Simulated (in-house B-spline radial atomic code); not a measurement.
**Co⁵⁺: [Ar] 3d3 4f1 (an excited or competing configuration)**

Method: Dirac-Hartree-Fock, average of configuration, Fermi nucleus of rms radius 3.7875 fm. Calculated with an all-electron radial atomic-structure program (B-spline basis).

Z_r = [3n² - l(l+1)]/(2<r>); Z_e = n√(-2ε); the last column is Slater's effective charge. Values are occupation-weighted means over j.

```json
{"shell": "1s", "electrons": "2", "ε (eV)": "-7889", "<r> (bohr)": "0.05616", "Z_r": "26.71", "Z_e": "24.08", "Slater": "26.70"}
{"shell": "2s", "electrons": "2", "ε (eV)": "-1077", "<r> (bohr)": "0.2537", "Z_r": "23.65", "Z_e": "17.79", "Slater": "22.85"}
{"shell": "2p", "electrons": "6", "ε (eV)": "-934.3", "<r> (bohr)": "0.2241", "Z_r": "22.31", "Z_e": "16.57", "Slater": "22.85"}
{"shell": "3s", "electrons": "2", "ε (eV)": "-225.76", "<r> (bohr)": "0.7394", "Z_r": "18.26", "Z_e": "12.22", "Slater": "15.75"}
{"shell": "3p", "electrons": "6", "ε (eV)": "-180.16", "<r> (bohr)": "0.763", "Z_r": "16.38", "Z_e": "10.92", "Slater": "15.75"}
{"shell": "3d", "electrons": "3", "ε (eV)": "-117.52", "<r> (bohr)": "0.787", "Z_r": "13.34", "Z_e": "8.82", "Slater": "8.30"}
{"shell": "4f", "electrons": "1", "ε (eV)": "-31.224", "<r> (bohr)": "2.873", "Z_r": "6.26", "Z_e": "6.06", "Slater": "6.00"}
```

The least bound orbital is 4f5/2 at -31.22 eV, and it is also the most diffuse (<r> = 2.873 bohr).

Spin-orbit splittings of the orbital energies (j = l + 1/2 above j = l - 1/2 when positive): 2p 15.03 eV, 3p 2.216 eV, 3d 0.2775 eV, 4f -0.0008173 eV.

For the 1s electron the small component carries 0.945 % of the norm, the zero-frequency Breit interaction raises the level by 9.458 eV, self-energy by 4.691 eV, and vacuum polarisation lowers it by 0.4086 eV.
